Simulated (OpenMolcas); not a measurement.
**Cr2+: moving or changing the point charges**

Cr2+ among 4 point charges of -2.5 e arranged as a tetrahedron (Td), 2.03 Å from the ion.

```
Program             : OpenMolcas 26.06
Method              : CASSCF
Basis               : ANO-RCC-VDZP [5s4p2d1f]
Scalar Hamiltonian  : DKH2, point nucleus
Active space        : 4 electrons in 5 orbitals (3d)
State averaging     : 2S+1 = 5 even, 5 roots; 2S+1 = 3 even, 45 roots; 2S+1 = 1 even, 50 roots
Spin-orbit coupling : state interaction with AMFI integrals over the reference wave functions
```

Runs around this geometry, states (labels of Td). Energies in cm-1 above the lowest state or level, χT in cm3 K/mol; under a threefold ground state the first gap can be a small split of the lowest multiplet, not the spin-orbit step.

| R (Å) | q (e) | Ground state | First state of that spin | First gap with spin-orbit (degeneracies) | χT at 300 K | First state of another spin |
| --- | --- | --- | --- | --- | --- | --- |
| 2.03 | -2 | 5T2 | 5E 1981 | 24.0 (1, 3) | 2.564 | 3T1 18209 |
| 2.03 | -2.5 | 5T2 | 5E 1963 | 23.4 (1, 3) | 2.593 | 3T1 18246 |
| 2.12 | -2.5 | 5T2 | 5E 1820 | 25.3 (1, 3) | 2.560 | 3T1 18335 |

Taking the first state of the same spin as R^-n, n = -ln(1820 / 1963) / ln(2.12 / 2.03) = 1.7 between the shortest and longest distance.

Scaling the charges by -2 / -2.5 = 0.80 scales the first state of the same spin by 1981 / 1963 = 1.01; with fixed orbitals a first-order splitting would follow the charge.

An orbital triplet at a regular site is open to Jahn-Teller coupling, which can distort the site and quench the lowest spin-orbit gaps and is left out. Without dynamic correlation the repulsion within the d shell is too large (B by tens of per cent), so at a given field states of lower spin stand too high. The ground term spreads over less than 5000 cm-1, several times less than with real ligands, so orbital moments are less quenched and χT lies further from the spin-only value than at real sites. This is an electrostatic model: the charges have no orbitals. No measured value stands beside these numbers.
